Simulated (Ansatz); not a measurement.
Start from `FC1=CC(F)C1` and change one atom or group to get `FC1=C[C@H](F)[C@H]1F`.

Ansatz, PBE0-D4/def2-TZVP geometries, multiplicity 1. 

```
                                      property  `FC1=CC(F)C1`
       HOMO–LUMO gap (ωB97M-V/def2-TZVPP) / eV          12.26
zero-point energy (PBE0-D4/def2-TZVP) / kJ/mol          189.4
           HOMO–LUMO gap (PBE/def2-TZVPP) / eV           5.58
         LUMO energy (ωB97M-V/def2-TZVPP) / eV           2.29
         HOMO–LUMO gap (B3LYP/def2-TZVPP) / eV           7.37
         HOMO energy (ωB97M-V/def2-TZVPP) / eV          -9.97
```

What does the change do to each property? (Best estimate.)

Ansatz gave: 
```
                                      property  `FC1=C[C@H](F)[C@H]1F`  shift
       HOMO–LUMO gap (ωB97M-V/def2-TZVPP) / eV                   12.24  -0.02
zero-point energy (PBE0-D4/def2-TZVP) / kJ/mol                   169.7  -19.7
           HOMO–LUMO gap (PBE/def2-TZVPP) / eV                    5.56  -0.02
         LUMO energy (ωB97M-V/def2-TZVPP) / eV                    1.65  -0.64
         HOMO–LUMO gap (B3LYP/def2-TZVPP) / eV                    7.35  -0.02
         HOMO energy (ωB97M-V/def2-TZVPP) / eV                  -10.59  -0.62
```

B3LYP here is the variant with VWN-RPA as its local correlation; programs differ in this.
